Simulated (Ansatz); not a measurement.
Total energies of C₃H₁₁NSi, SMILES `C[Si](C)(C)N`.

Z-matrix (Å, degrees):
```
C
Si 1 1.878
H 1 1.094 2 111.1
H 1 1.094 2 111.4 3 120.1
H 1 1.094 2 111.1 3 -119.8
C 2 1.870 1 108.7 3 -59.3
C 2 1.870 1 108.7 3 179.1
N 2 1.730 1 114.0 3 59.9
H 6 1.093 2 111.0 1 -177.3
H 6 1.093 2 111.0 1 -56.9
H 6 1.094 2 111.2 1 62.6
H 7 1.093 2 111.0 1 177.1
H 7 1.093 2 111.0 1 56.7
H 7 1.094 2 111.2 1 -62.8
H 8 1.008 2 119.7 1 -71.0
H 8 1.008 2 119.7 1 70.5
```

Charge 0, multiplicity 1. Geometry: relaxed with PBE0-D4/def2-TZVP. It is one conformer, not always the lowest. Basis def2-TZVPP, the Gaussian-basis code of Ansatz.

RPA on PBE orbitals: Hartree–Fock energy of these orbitals -463.49114 Eh, correlation -1.49660 Eh (frozen core).

```tsv
functional	energy without D4 (Eh)	D4 term (kJ/mol)
r2SCANh	-465.19542	-9.0
ωB97M-V	-465.21392	–
```

Give the same for LDA (SPW92), PBE, revPBE, BLYP, r2SCAN, B97M-V, PBE0, B3LYP, r2SCAN0, HSE06 (plane-wave form), BHLYP, CAM-B3LYP, LC-ωPBE, ωB97X-V, B2PLYP, PBE-QIDH. (Estimate.)

The calculation gave: 
| functional | energy without D4 (Eh) | D4 term (kJ/mol) |
| --- | --- | --- |
| LDA (SPW92) | -462.55604 | – |
| PBE | -464.93578 | -32.5 |
| revPBE | -465.21359 | -97.7 |
| BLYP | -465.22814 | -70.3 |
| r2SCAN | -465.20287 | -8.5 |
| B97M-V | -465.25960 | – |
| PBE0 | -464.99784 | -27.6 |
| B3LYP | -465.36902 | -51.6 |
| r2SCAN0 | -465.18518 | -9.9 |
| HSE06 (plane-wave form) | -464.98020 | -25.7 |
| BHLYP | -465.22554 | -38.3 |
| CAM-B3LYP | -465.24578 | -27.9 |
| LC-ωPBE | -465.14678 | – |
| ωB97X-V | -465.24103 | – |
| B2PLYP | -465.05162 | – |
| PBE-QIDH | -464.89443 | – |

B3LYP takes the VWN-RPA correlation (the form of Gaussian; ORCA's B3LYP/G). HSE06 is the plane-wave form, built on full-range PBE exchange. The double hybrids freeze the cores in their second-order part.

LC-ωPBE has ω = 0.4 bohr⁻¹.
